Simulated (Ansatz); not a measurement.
## Molecular dynamics of BrH5OSSi2

The input (input.yaml):

```yaml
crystal:
  periodic: [false, false, false]
  atoms:
    - { symbol: S, position_ang: [-0.633508, -2.863224, -0.719755] }
    - { symbol: Si, position_ang: [-1.005359, -1.175092, 0.539011] }
    - { symbol: O, position_ang: [-0.23617, 0.388394, -0.298787] }
    - { symbol: Si, position_ang: [1.045424, 1.454063, -0.096722] }
    - { symbol: Br, position_ang: [0.445587, 3.08156, 1.290461] }
    - { symbol: H, position_ang: [-1.685422, -2.649919, -1.540604] }
    - { symbol: H, position_ang: [0.002335, -1.435345, 1.622999] }
    - { symbol: H, position_ang: [-1.417528, 0.358223, 0.09367] }
    - { symbol: H, position_ang: [2.18049, 0.711415, 0.511228] }
    - { symbol: H, position_ang: [1.387248, 2.078925, -1.398503] }
basis:
  gaussian: { orbitals: def2-SVP }
hamiltonian:
  xc: pbe0
md:
  timestep: 0.5
  n_steps: 200
  ensemble: nve
  temperature: 100.0
  initial_velocities: maxwell_boltzmann
  seed: 8399
```

Command:

```bash
$ ansatz run input.yaml --threads 2 --pin off --max-ram 3072MiB --backend cpu --events-out ev --progress --plain --runs-dir out
```

It starts at the highest image of a converged band. Of that band: Neighbouring images differ by up to 2.9 eV, so the band resolves the path poorly. A vibrational analysis at the climbing image gives one clearly imaginary mode, 1488i cm⁻¹: a first-order saddle point.

Output, in part (one step line in 7, the closing report, with atoms numbered from 0):

```
md step     0: t =     0.00 fs  T =   100.0 K  F+E_penalty+E_count = -98727.17311972 eV  E_kin = 0.103408 eV  conserved = -98727.06971172 eV  (27 SCF iters)
md step     7: t =     3.50 fs  T =    64.4 K  F+E_penalty+E_count = -98727.13585660 eV  E_kin = 0.066633 eV  conserved = -98727.06922361 eV  (25 SCF iters)
md step    14: t =     7.00 fs  T =   164.1 K  F+E_penalty+E_count = -98727.23902639 eV  E_kin = 0.169676 eV  conserved = -98727.06935076 eV  (26 SCF iters)
md step    21: t =    10.50 fs  T =   357.6 K  F+E_penalty+E_count = -98727.43951808 eV  E_kin = 0.369768 eV  conserved = -98727.06974960 eV  (27 SCF iters)
md step    28: t =    14.00 fs  T =   627.9 K  F+E_penalty+E_count = -98727.72052322 eV  E_kin = 0.649311 eV  conserved = -98727.07121216 eV  (25 SCF iters)
md step    35: t =    17.50 fs  T =   569.2 K  F+E_penalty+E_count = -98727.65825435 eV  E_kin = 0.588615 eV  conserved = -98727.06963913 eV  (26 SCF iters)
md step    42: t =    21.00 fs  T =   501.7 K  F+E_penalty+E_count = -98727.58744739 eV  E_kin = 0.518772 eV  conserved = -98727.06867524 eV  (25 SCF iters)
md step    49: t =    24.50 fs  T =   641.7 K  F+E_penalty+E_count = -98727.73367926 eV  E_kin = 0.663578 eV  conserved = -98727.07010155 eV  (25 SCF iters)
md step    56: t =    28.00 fs  T =   792.8 K  F+E_penalty+E_count = -98727.89052375 eV  E_kin = 0.819865 eV  conserved = -98727.07065888 eV  (26 SCF iters)
md step    63: t =    31.50 fs  T =   773.5 K  F+E_penalty+E_count = -98727.87025381 eV  E_kin = 0.799890 eV  conserved = -98727.07036336 eV  (26 SCF iters)
md step    70: t =    35.00 fs  T =   572.8 K  F+E_penalty+E_count = -98727.66132446 eV  E_kin = 0.592340 eV  conserved = -98727.06898475 eV  (26 SCF iters)
md step    77: t =    38.50 fs  T =   566.0 K  F+E_penalty+E_count = -98727.65408876 eV  E_kin = 0.585268 eV  conserved = -98727.06882110 eV  (26 SCF iters)
md step    84: t =    42.00 fs  T =   612.8 K  F+E_penalty+E_count = -98727.70360983 eV  E_kin = 0.633734 eV  conserved = -98727.06987598 eV  (26 SCF iters)
md step    91: t =    45.50 fs  T =   647.4 K  F+E_penalty+E_count = -98727.74008278 eV  E_kin = 0.669439 eV  conserved = -98727.07064408 eV  (26 SCF iters)
md step    98: t =    49.00 fs  T =   576.5 K  F+E_penalty+E_count = -98727.66654718 eV  E_kin = 0.596125 eV  conserved = -98727.07042174 eV  (26 SCF iters)
md step   105: t =    52.50 fs  T =   396.5 K  F+E_penalty+E_count = -98727.47905390 eV  E_kin = 0.410012 eV  conserved = -98727.06904221 eV  (27 SCF iters)
md step   112: t =    56.00 fs  T =   426.1 K  F+E_penalty+E_count = -98727.50962333 eV  E_kin = 0.440621 eV  conserved = -98727.06900188 eV  (26 SCF iters)
md step   119: t =    59.50 fs  T =   533.3 K  F+E_penalty+E_count = -98727.62143022 eV  E_kin = 0.551469 eV  conserved = -98727.06996158 eV  (26 SCF iters)
md step   126: t =    63.00 fs  T =   629.2 K  F+E_penalty+E_count = -98727.72134290 eV  E_kin = 0.650679 eV  conserved = -98727.07066389 eV  (26 SCF iters)
md step   133: t =    66.50 fs  T =   621.2 K  F+E_penalty+E_count = -98727.71263168 eV  E_kin = 0.642375 eV  conserved = -98727.07025677 eV  (26 SCF iters)
md step   140: t =    70.00 fs  T =   543.8 K  F+E_penalty+E_count = -98727.63129737 eV  E_kin = 0.562289 eV  conserved = -98727.06900799 eV  (26 SCF iters)
md step   147: t =    73.50 fs  T =   577.1 K  F+E_penalty+E_count = -98727.66599072 eV  E_kin = 0.596759 eV  conserved = -98727.06923198 eV  (26 SCF iters)
md step   154: t =    77.00 fs  T =   512.5 K  F+E_penalty+E_count = -98727.59949749 eV  E_kin = 0.529971 eV  conserved = -98727.06952671 eV  (26 SCF iters)
md step   161: t =    80.50 fs  T =   526.1 K  F+E_penalty+E_count = -98727.61474112 eV  E_kin = 0.543982 eV  conserved = -98727.07075869 eV  (26 SCF iters)
md step   168: t =    84.00 fs  T =   437.8 K  F+E_penalty+E_count = -98727.52294272 eV  E_kin = 0.452746 eV  conserved = -98727.07019630 eV  (26 SCF iters)
md step   175: t =    87.50 fs  T =   387.0 K  F+E_penalty+E_count = -98727.46941333 eV  E_kin = 0.400195 eV  conserved = -98727.06921816 eV  (27 SCF iters)
md step   182: t =    91.00 fs  T =   413.2 K  F+E_penalty+E_count = -98727.49658458 eV  E_kin = 0.427325 eV  conserved = -98727.06925915 eV  (25 SCF iters)
md step   189: t =    94.50 fs  T =   463.1 K  F+E_penalty+E_count = -98727.54888576 eV  E_kin = 0.478930 eV  conserved = -98727.06995533 eV  (27 SCF iters)
md step   196: t =    98.00 fs  T =   503.5 K  F+E_penalty+E_count = -98727.59117473 eV  E_kin = 0.520628 eV  conserved = -98727.07054644 eV  (26 SCF iters)
md step   200: t =   100.00 fs  T =   433.3 K  F+E_penalty+E_count = -98727.51710064 eV  E_kin = 0.448095 eV  conserved = -98727.06900588 eV  (27 SCF iters)
Total energy: -98727.51713108 eV, -3628.1693346524 hartree
Atom 0 at    -0.522986    -2.597136    -0.747641 Å, force    -0.116633    -0.272098    -0.028301 eV/Å
Atom 1 at    -1.296335    -1.643976     1.008176 Å, force     0.740936    -0.083902     0.378623 eV/Å
Atom 2 at    -0.156173     0.787881    -1.087428 Å, force    -0.467259     2.685223     0.739787 eV/Å
Atom 3 at     1.053987     1.489612    -0.157787 Å, force    -0.306045    -0.691648    -0.416708 eV/Å
Atom 4 at     0.463716     3.063772     1.327109 Å, force    -0.066151    -0.503981    -0.404599 eV/Å
Atom 5 at    -1.712412    -2.854545    -1.350989 Å, force     0.111610     0.174967    -0.075971 eV/Å
Atom 6 at     0.189292    -1.654538     1.583068 Å, force    -0.767165     0.176803    -0.288273 eV/Å
Atom 7 at     0.007616    -0.119936    -1.212451 Å, force     0.185110    -2.128608    -0.325560 eV/Å
Atom 8 at     1.618629     0.276687     0.480852 Å, force     0.337622     0.180323     0.516697 eV/Å
Atom 9 at     2.010587     2.095618    -1.082976 Å, force     0.347974     0.462921    -0.095695 eV/Å
Dipole moment:    -0.001520    -0.378993    -0.101065 e Å
```

The run went to its last step. The conserved energy stayed within 0.15 meV per atom of its start (net change 0.071 meV per atom), so the integration is sound. The system heated up, since it started high on the potential surface and ran downhill. A run of 0.1 ps of so small a system gives no equilibrium averages. The orbitals stay closed-shell, which can raise the energy where a bond breaks towards radicals; this wasn't checked here.

The step under study would form O3–H8 and break Si2–H8. These pairs go: O3–H8 1.25 → 0.93 Å, Si2–H8 1.65 → 2.99 Å. In the last frame they stand as after the step (other bonds may differ from the relaxed reactants and products). Also parted: Si2–O3 1.93 → 3.41 Å. It ends as BrH3OSi + H2SSi. Pairs count as bonded within 1.25 times the sum of covalent radii (0.12 Å more for H–H).

Last frame:

```xyz
10
Properties=species:S:1:pos:R:3
S -0.523 -2.597 -0.748
Si -1.296 -1.644 1.008
O -0.156 0.788 -1.087
Si 1.054 1.490 -0.158
Br 0.464 3.064 1.327
H -1.712 -2.854 -1.351
H 0.189 -1.655 1.583
H 0.008 -0.120 -1.212
H 1.619 0.277 0.481
H 2.011 2.096 -1.083
```

Run time: 15 min on 2 threads of Arm Neoverse V1 (shared host), peak memory 0.34 GiB.
